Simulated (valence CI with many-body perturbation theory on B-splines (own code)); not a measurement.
Forbidden lines of Re2+

Method: relativistic CI+MBPT: five valence electrons over a frozen Dirac-Fock core [Xe] 4f14, a basis of 7 s, 7 p, 8 d, 6 f, 4 g, 1 h functions for each j, with the one-electron correlation potential Σ1, the two-electron term Σ2, the three-electron term Σ3, Breit, model QED; selected CI, second order for the rest, scaled by the run's own slope (own B-spline code, finite nucleus).

Set against measurement, 47 paired levels are off by 931 cm⁻¹ on average, the worst by 1519. These come from a selection out of Brasseur, Gamrath and Quinet, At. Data Nucl. Data Tables 157, 101636 (2024). Levels without a partner in it may be off by more, other configurations by 1,000 to 8,000 cm⁻¹. Among the levels kept, up to 1500 cm⁻¹ of a level comes from second order outside the variational space, and about a tenth of that is noise between levels of different J, which matters for small intervals. Only levels of the ground parity were solved; by the run's estimate the other parity begins above the list, which can be wrong where configurations are misplaced. 2 measured levels below the end of the list, from 41405 cm⁻¹ on, found no clear computed partner.

Lines 1 to 50 of 111 in falling wavelength, among levels below 5.342 eV, chosen from the decays that carry over 1 % of a level's rate. Wavelengths and rates use the calculated energies, so an error of 900 cm⁻¹ moves a line at 4626 nm by 42 % and its rate by three times that or more. Electric multipoles are in the length gauge, E1 and E2 with the static RPA response of the core. S is in atomic units (e²a₀⁴ for E2 and M2, e²a₀⁶ for E3), for M1 in squared Bohr magnetons. Weak lines are less certain than strong ones. Lines between different terms over intervals too small for the method are left out, as are lines whose strength nearly cancels and 4 of this kind that miss the measured wavelength by over 7 %.

Names give the largest LS component (configuration and term), which can be under half, so a name can repeat, a term be missing and a line seem to break the LS rules; names also repeat where a configuration has a term twice. Letters in brackets count levels of one name in rising energy.

```tsv
λ vac (nm)	λ from measured levels	Upper	Lower	Type	A (s⁻¹)	S (a.u.)
9423	8853	5d5 4G_11/2	5d5 4G_7/2	E2	2.29e-10	1.82e-02
6859	7326	5d4 6s 6D_9/2	5d4 6s 6D_7/2	M1	6.78e-02	8.11e+00
5574	5525	5d4 6s 6D_5/2	5d4 6s 6D_3/2	M1	2.98e-01	1.15e+01
4626	4635	5d5 4P_3/2 [a]	5d5 4G_5/2 [a]	M1	1.21e-01	1.77e+00
4244	4189	5d4 6s 6D_7/2	5d4 6s 6D_5/2	M1	5.18e-01	1.17e+01
4232	4136	5d5 2I_13/2	5d5 2I_11/2	M1	1.27e-01	5.00e+00
3899	3816	5d5 4D_1/2 [a]	5d5 4P_3/2 [a]	M1	1.93e-01	8.47e-01
3095	2948	5d5 4F_5/2	5d5 4F_7/2	M1	7.14e-01	4.71e+00
3039	2989	5d5 2F_7/2 [a]	5d5 4F_7/2	M1	8.14e-02	6.78e-01
3009	2836	5d5 4G_5/2 [b]	5d5 4G_5/2 [a]	M1	1.32e+00	7.98e+00
2968	2847	5d4 6s 6D_3/2	5d4 6s 6D_1/2	M1	8.00e-01	3.10e+00
2949	3133	5d5 4F_3/2	5d5 4P_3/2 [b]	M1	1.38e-01	5.27e-01
2932	3018	5d5 4D_7/2	5d5 4G_5/2 [b]	M1	5.79e-01	4.33e+00
2840	2792	5d5 4D_1/2 [b]	5d5 4D_1/2 [a]	M1	1.53e+00	2.59e+00
2706	2807	5d5 4D_7/2	5d5 4G_7/2	M1	4.23e-01	2.48e+00
2679	2781	5d5 2F_7/2 [a]	5d5 2F_5/2 [a]	M1	3.43e-01	1.95e+00
2488	2532	5d5 2G_9/2	5d4 6s 6D_9/2	M1	4.35e-01	2.48e+00
2438	2396	5d5 4F_5/2	5d5 4F_3/2	M1	8.34e-01	2.69e+00
2335	2329	5d4 6s 6D_3/2	5d5 4G_5/2 [a]	M1	2.08e-01	3.93e-01
2049	2134	5d5 2F_5/2 [b]	5d5 2F_5/2 [a]	M1	7.23e-01	1.38e+00
2018	2137	5d5 4D_5/2	5d5 4G_7/2	M1	7.65e-01	1.40e+00
2000	1989	5d5 4P_3/2 [b]	5d4 6s 6D_3/2	M1	2.90e-01	3.44e-01
1958	1964	5d5 2F_5/2 [a]	5d5 4D_5/2	M1	4.90e-01	8.18e-01
1957	2014	5d4 6s 6D_7/2	5d5 4G_5/2 [b]	M1	2.57e-01	5.71e-01
1957	2082	5d5 4F_7/2	5d4 6s 6D_7/2	M1	2.34e-02	5.20e-02
1884	1917	5d5 2F_5/2 [b]	5d5 4F_3/2	M1	5.65e-01	8.39e-01
1854	1917	5d4 6s 6D_7/2	5d5 4G_7/2	M1	1.08e-01	2.05e-01
1826	1882	5d5 2G_9/2	5d4 6s 6D_7/2	M1	5.26e-01	1.19e+00
1802	1872	5d5 4F_7/2	5d5 4D_5/2	M1	4.63e-02	8.03e-02
1714	1725	5d5 4D_5/2	5d5 4P_3/2 [a]	M1	5.72e-01	6.41e-01
1678	1725	5d5 4P_3/2 [b]	5d5 4G_5/2 [b]	M1	2.54e-01	1.78e-01
1646	1638	5d4 6s 6D_5/2	5d5 4G_5/2 [a]	M1	3.02e-02	2.99e-02
1643	1612	5d5 4D_1/2 [b]	5d5 4P_3/2 [a]	M1	1.13e+00	3.73e-01
1571	1611	5d5 2F_5/2 [a]	5d5 4D_7/2	M1	9.29e-01	8.01e-01
1485	1462	5d5 4D_7/2	5d5 4G_5/2 [a]	M1	5.18e-02	5.03e-02
1469	1549	5d5 4F_7/2	5d5 4D_7/2	M1	3.48e-01	3.27e-01
1404	1396	5d5 4P_3/2 [b]	5d5 4P_3/2 [a]	M1	1.05e+00	4.30e-01
1394	1435	5d5 2G_9/2	5d5 4D_7/2	M1	3.14e-01	3.15e-01
1363	1320	5d5 4D_1/2 [b]	5d4 6s 6D_1/2	M1	6.75e-01	1.27e-01
1339	1391	5d5 4F_7/2	5d4 6s 6D_5/2	M1	4.58e-02	3.26e-02
1335	1358	5d5 4F_5/2	5d5 4P_3/2 [b]	M1	5.19e-01	2.75e-01
1266	1278	5d5 2I_11/2	5d5 4G_9/2	M1	7.17e-01	6.46e-01
1258	1293	5d5 4F_3/2	5d5 4D_1/2 [a]	M1	5.14e-01	1.52e-01
1251	1257	5d5 4D_5/2	5d5 4G_5/2 [a]	M1	1.16e+00	5.04e-01
1221	1227	5d5 2I_11/2	5d5 4G_11/2	M1	2.56e+00	2.07e+00
1199	1220	5d5 4F_5/2	5d4 6s 6D_7/2	M1	1.32e-01	5.06e-02
1192	1217	5d5 4F_3/2	5d4 6s 6D_3/2	M1	1.22e+00	3.06e-01
1190	1227	5d5 2F_7/2 [a]	5d4 6s 6D_7/2	M1	3.03e-01	1.51e-01
1186	1178	5d4 6s 6D_7/2	5d5 4G_5/2 [a]	M1	5.59e-02	2.76e-02
1150	1189	5d5 2F_5/2 [b]	5d5 4P_3/2 [b]	M1	1.31e+00	4.42e-01
```
